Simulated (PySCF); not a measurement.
SMILES C=[CH][Al]([F])[CH]=C, PBE0/def2-SVP optimised geometry. Atoms within 1.6 Å of the plane z = 0.0 Å (x, y, z in Å): Al1 (-0.81, 1.11, 0.00), F2 (-1.59, 2.58, 0.00), C3 (-1.89, -0.50, 0.00), C4 (-1.43, -1.68, -0.43), H5 (-2.95, -0.47, 0.32), H6 (-2.05, -2.58, -0.46), H7 (-0.40, -1.81, -0.79), C8 (1.13, 1.11, 0.00), C9 (1.85, 0.06, 0.43), H10 (1.70, 1.99, -0.32), H11 (2.95, 0.06, 0.46), H12 (1.38, -0.87, 0.79).

Method: PBE0/def2-TZVP run with PySCF. Cells within 0.4 Å of a nucleus heavier than hydrogen are left out (blank, or x).

Map of the log10 of the electron density (e/bohr³), floored at −4 on the plane z = 0.0 Å:

```
|0000000000000000000000000000000|
|0000000000000000000000000000000|
|0000000011221100000000000000000|
|0000000123333210000000000000000|
|0000001345555421000010000000000|
|0000012457776532112222110000000|
|0000023578998643233443321000000|
|0000024579xx8754444555432000000|
|0000024579xx8755556676542100000|
|0000023568987666667787643100000|
|0000013456778866778887643100000|
|000001234568xx8778xx87643210000|
|000012345568xx9788xx87654431000|
|0001234566779977788888766542100|
|0012345677777666677888777643100|
|0013467788887655567888877643200|
|002356788xx87654456777776543100|
|002356788xx87654456677665432100|
|0013456788887654445666544321000|
|0012345678887665444554433210000|
|0001234567888765433443321100000|
|0000124567887765432222110000000|
|0000124567776654321111000000000|
|0000124567765543211000000000000|
|0000023456654432110000000000000|
|0000012344443221000000000000000|
|0000001233322100000000000000000|
|0000000112110000000000000000000|
|0000000000000000000000000000000|
|0000000000000000000000000000000|
|0000000000000000000000000000000|
```
Scale: ten equal steps from -4.00 (start of '0') to -0.083 (end of '9'), in the order '0123456789'; x runs from -5.00 to 5.00, y from -5.00 (bottom) to 5.00 (top).
